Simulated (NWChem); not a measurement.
# A calculation on boron monoxide dimer (B₂O₂)

SMILES: B(B=O)=O
```xyz
4

O      0.0000     0.0000    -2.0254
B      0.0000     0.0000    -0.8262
B      0.0000     0.0000     0.8262
O      0.0000     0.0000     2.0254
```
Charge 0, spin multiplicity 1.

Everything below was run with NWChem. The geometry was optimised at PBE0/def2-SVP, a minimum by its harmonic frequencies. It is one conformer; others weren't searched.

Symmetry labels belong to the abelian group D2h used in the runs, with the axes of the coordinates shown; states degenerate in a higher group split over its labels.

List the lowest 3 singlet excitations that TD-PBE/def2-SVPD gives, with oscillator strengths.


| state | symmetry | energy (eV) | wavelength (nm) | f |
|---|---|---|---|---|
| 1 | au | 6.13 | 202 | 0.000 |
| 2 | au | 6.29 | 197 | 0.000 |
| 3 | b1u | 6.29 | 197 | 0.000 |
